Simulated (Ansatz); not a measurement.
CH8BClSi2 (`CB[SiH]([SiH3])Cl`), relaxed with RKS PBE-D4/def2-SVP in Ansatz 0.2.0 from a rough embedded geometry. The force threshold is 0.03 eV/Å; the program also tests the step.

The species carries charge 0 and has multiplicity 1.

Start:

```xyz
13

C     0.691    1.609    0.958
B     1.321    0.342    0.401
Si    0.239   -1.207    0.094
Si   -1.380   -0.814   -1.365
Cl   -0.601   -1.878    1.892
H     1.419    2.436    1.123
H    -0.136    1.986    0.308
H     0.209    1.386    2.003
H     2.434    0.308    0.128
H     1.063   -2.314   -0.490
H    -0.799   -0.277   -2.649
H    -2.234    0.312   -0.820
H    -2.226   -1.887   -1.583
```

(1) By how much does the energy fall, and how many steps does the optimiser take? (Best estimate.)

(2) Which bonds change most? (Estimate.)

(3) Give the relaxed structure. (Best estimate.)

Results:

(1) The calculation gave: 65.78 kJ/mol, in 14 steps.

(2) Computed: Si3–Si4 from 2.214 to 2.363 Å; Si4–H13 from 1.384 to 1.505 Å; B2–Si3 from 1.914 to 2.011 Å; B2–H9 from 1.146 to 1.222 Å.

(3) Computed: 
```xyz
13

C     0.924    1.627    1.356
B     1.202    0.567    0.251
Si    0.175   -1.157    0.114
Si   -1.438   -0.976   -1.602
Cl   -0.917   -1.562    1.876
H     1.794    2.267    1.608
H     0.186    2.317    0.869
H     0.432    1.244    2.271
H     1.981    0.809   -0.658
H     1.043   -2.357   -0.174
H    -0.775   -0.732   -2.933
H    -2.348    0.186   -1.297
H    -2.262   -2.233   -1.681
```
